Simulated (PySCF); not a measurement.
SeCl2, SMILES Cl[Se]Cl.

Geometry: PBE-D3(BJ)/def2-TZVP. The isomer is the one that the SMILES or the coordinates give; other isomers of the formula were not compared.

These are PBE-D3(BJ)/def2-TZVP (PySCF 2.14.0) values and carry that method's errors.

Frequencies are harmonic and unscaled.

```tsv
mode	ν (cm⁻¹)	IR (km/mol)	moving atoms (share of kinetic energy)
1	150	0.5	Cl 80 %, Se 20 %
2	385	55.5	Cl 65 %, Se 35 %
3	409	7.9	Cl 72 %, Se 28 %
```
